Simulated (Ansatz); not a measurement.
Relaxation of CH6NOSb (10 atoms, charge 0, multiplicity 1), to a largest force component of 0.015 eV/Å in at most 40 steps.

Method: RKS BLYP/def2-SVP (Ansatz 0.2.0).

```xyz
10
Properties=species:S:1:pos:R:3
N -1.397 0.181 0.462
C -0.477 0.735 -0.511
O 0.267 -0.315 -1.038
Sb 1.949 -0.651 0.223
H -2.302 -0.041 -0.115
H -1.080 -0.701 0.800
H 0.182 1.537 -0.047
H -0.981 1.222 -1.364
H 2.564 -1.825 -0.843
H 0.987 -1.915 1.107
```

Task: Where does it end, and by what steps?

Result: It converged. After 20 steps the energy has fallen by 0.634 eV; H6 moved furthest, 0.95 Å.

| step | energy less start (eV) | largest force component (eV/Å) | accepted |
| --- | --- | --- | --- |
| 0 | 0.0000 | 3.803 | yes |
| 1 | -0.4050 | 1.097 | yes |
| 2 | -0.5075 | 0.633 | yes |
| 3 | -0.5925 | 0.409 | yes |
| 4 | -0.5966 | 0.736 | yes |
| 5 | -0.5939 | 0.510 | no |
| 6 | -0.6244 | 0.141 | yes |
| 7 | -0.6290 | 0.029 | yes |
| 8 | -0.6302 | 0.019 | yes |
| 9 | -0.6247 | 0.346 | no |
| 10 | -0.6304 | 0.039 | yes |
| 11 | -0.6308 | 0.065 | yes |
| 12 | -0.6296 | 0.237 | no |
| 13 | -0.6322 | 0.053 | yes |
| 14 | -0.6333 | 0.035 | yes |
| 15 | -0.6336 | 0.052 | yes |
| 16 | -0.6338 | 0.044 | yes |
| 17 | -0.6340 | 0.024 | yes |
| 18 | -0.6342 | 0.030 | yes |
| 19 | -0.6343 | 0.022 | yes |
| 20 | -0.6343 | 0.015 | yes |

```xyz
10
Properties=species:S:1:pos:R:3
N -1.623 0.367 0.312
C -0.517 0.748 -0.540
O 0.386 -0.298 -0.943
Sb 1.865 -0.882 0.357
H -2.116 -0.447 -0.082
H -1.305 0.102 1.254
H 0.019 1.590 -0.041
H -0.934 1.133 -1.497
H 2.761 -1.643 -0.929
H 1.178 -2.443 0.782
```

Whether the end is a true minimum wasn't checked by a vibrational analysis.

Run time: 15 s on 2 threads of AMD EPYC 9R45 96-Core Processor (Zen 5) (shared host), peak memory 0.18 GiB.
